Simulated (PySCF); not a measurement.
C4H9Cl, SMILES CC(C)(C)Cl.

Geometry optimised at B3LYP-D3(BJ)/def2-SVP.

Level of theory: r2SCAN/def2-TZVP in PySCF.

Symmetry labels are those of the subgroup Cs that the program uses (full group C3v).

### Question
List the valence orbital energies around the gap with their symmetry. (The exact figures need the calculation; the answer reports its results.)

### Answer

```tsv
orbital	symmetry	energy (eV)
HOMO−7	A"	-10.18
HOMO−6	A'	-10.18
HOMO−5	A"	-9.41
HOMO−4	A'	-8.87
HOMO−3	A"	-8.87
HOMO−2	A'	-8.82
HOMO−1	A"	-7.11
HOMO	A'	-7.11
LUMO	A'	-0.21
LUMO+1	A'	0.94
LUMO+2	A'	2.56
LUMO+3	A'	2.64
```
